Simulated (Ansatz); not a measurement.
CH₇FGeSi (`[CH3][GeH]([F])[SiH3]`), 11 atoms. Total charge 0; spin multiplicity 1. Correlated methods include outer-core shells of Ge, which these sets cover unevenly. Scalar relativity is left out up to krypton. All runs use 4 threads of a server CPU on a shared host. Correlated methods freeze the cores.

Give the basis size and wall time and peak host memory of each of these runs in Ansatz. RKS PBE0-D4/def2-QZVPP energy; RKS PBE0-D4/def2-TZVPP energy; RHF-MP2/def2-QZVPP energy; RKS ωB97M-V/def2-QZVPP energy; RKS ωB97M-V/def2-SVP energy; RKS PBE0-D4/def2-TZVP frequencies; RKS PBE0-D4/def2-TZVP relaxation (12 steps); direct RPA on PBE orbitals/def2-TZVPP energy; RHF-CCSD(T)/def2-SVP energy; RKS PBE0-D4/def2-SVP energy; RKS B97M-V/def2-TZVPP energy; RHF-CCSD(T)/def2-TZVPP energy. (An estimate is asked.)

The calculation gave: Other jobs shared the machine, so times are rough.

```csv
level,job,functions,wall time,peak host memory (GiB)
RKS PBE0-D4/def2-SVP,energy,113,1.3 s,0.26
RKS PBE0-D4/def2-TZVPP,energy,250,3.4 s,0.7
direct RPA on PBE orbitals/def2-TZVPP,energy,250,5 s,0.58
RKS ωB97M-V/def2-SVP,energy,113,5.5 s,0.39
RHF-CCSD(T)/def2-SVP,energy,113,7 s,0.57
RKS B97M-V/def2-TZVPP,energy,250,9 s,0.43
RKS PBE0-D4/def2-QZVPP,energy,483,10 s,1.9
RKS ωB97M-V/def2-QZVPP,energy,483,21 s,2.3
RHF-MP2/def2-QZVPP,energy,483,23 s,3
RKS PBE0-D4/def2-TZVP,relaxation (12 steps),189,40 s,0.53
RKS PBE0-D4/def2-TZVP,frequencies,189,2.3 min,0.53
RHF-CCSD(T)/def2-TZVPP,energy,250,3.2 min,5.3
```
